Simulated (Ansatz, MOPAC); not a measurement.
## A ladder of methods for BPH3F3 (SMILES [BH3-][P+](F)(F)F)

BPH3F3, singlet, SMILES `[BH3-][P+](F)(F)F`. Each level relaxes the structure for itself.

Quantity: the zero-point energy at each level's own minimum, in kJ/mol. The values are calculated.

| level | kind | program | value (kJ/mol) |
| --- | --- | --- | --- |
| PM3 | semi-empirical | MOPAC | 105.2 |
| PM6 | semi-empirical | MOPAC | 107.5 |
| PM6-D3 | semi-empirical | MOPAC | 107.4 |
| PM6-D3H4 | semi-empirical | MOPAC | 108.1 |
| HF/STO-3G | Hartree–Fock | Ansatz | 127.1 |
| HF/3-21G | Hartree–Fock | Ansatz | 111.5 |
| HF/6-31G* (Cartesian functions) | Hartree–Fock | Ansatz | 111.5 |
| PBE/def2-SVP | GGA | Ansatz | 100.7 |
| B3LYP/6-31G* (Cartesian functions) | global hybrid | Ansatz | 105.1 |
| PBE0-D4/def2-TZVP | global hybrid | Ansatz | 104.6 |

Harmonic and unscaled. The values span 100.7 to 127.1 kJ/mol. Without the sets that lack polarisation functions the rows with a basis span only 100.7 to 111.5 kJ/mol.
